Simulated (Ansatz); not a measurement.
Compare A (`N[SiH]1C[SiH2][SiH2]1`) with its isomer B (`C[Si]N([SiH3])[SiH3]`).

Computed with Ansatz on PBE0-D4/def2-TZVP structures; ΔE is electronic, products minus reactants. CCSD(T)/CBS is the MP2 limit (def2-TZVPP, def2-QZVPP) plus CCSD(T) − MP2 in def2-TZVPP, frozen cores. Functionals use def2-TZVPP. B3LYP here is the variant with VWN-RPA as its local correlation; programs differ in this. Each species was taken in one conformer, which may not be the lowest.

A:

```xyz
14

N     0.0935    1.7271    1.8239
Si    0.4941    0.6854    0.5172
C     0.0590   -1.1393    0.7434
Si    0.0092   -1.6173   -1.0929
Si   -0.5515    0.6041   -1.5987
H     0.6825    2.5185    2.0260
H    -0.8665    1.9201    2.0587
H     1.9632    0.8326    0.3161
H     0.7089   -1.7169    1.4022
H    -0.9670   -1.2118    1.1256
H     1.3652   -1.9842   -1.5865
H    -0.9307   -2.7243   -1.4187
H    -0.0305    1.3098   -2.7995
H    -2.0296    0.7960   -1.5169
```

B:

```xyz
14

C     0.283   -2.324    0.491
Si   -1.031   -1.322   -0.452
N    -0.406    0.300   -0.290
Si   -1.316    1.603   -1.024
Si    1.064    0.745    0.548
H     0.355   -2.019    1.542
H     1.281   -2.214    0.050
H     0.023   -3.385    0.470
H    -0.481    2.312   -2.030
H    -2.513    1.022   -1.679
H    -1.730    2.589    0.009
H     1.218    2.221    0.445
H     2.252    0.100   -0.066
H     1.001    0.372    1.984
```

Question: Which is lower in electronic energy at CCSD(T)/CBS, and by how much? (An estimate is asked.)

Answer: Computed: B, by 1.5 kcal/mol.

Question: Give E(B) − E(A) in kcal/mol with PBE0-D4, HF/def2-TZVPP, ωB97M-V, B3LYP, CCSD/def2-TZVPP, MP2/def2-TZVPP, PBE-D4. (Estimate.)

Answer: Computed: PBE0-D4 6.8, HF/def2-TZVPP -8.6, ωB97M-V -3.4, B3LYP -2.5, CCSD/def2-TZVPP -3.7, MP2/def2-TZVPP -2.3, PBE-D4 6.6. The order is the other way round with PBE0-D4, PBE-D4.

Largest T1 diagnostic: 0.013.

In def2-TZVPP, CCSD(T) changes the Hartree–Fock value by +5.7 kcal/mol (the triples alone add +0.8 kcal/mol) and MP2 by +6.3 kcal/mol. The D4 term adds −1.4 kcal/mol with B3LYP and −0.7 kcal/mol with PBE0; it sums over pairs of atoms, weighted by their polarisabilities, and B3LYP, whose exchange is more repulsive, gets the larger term.
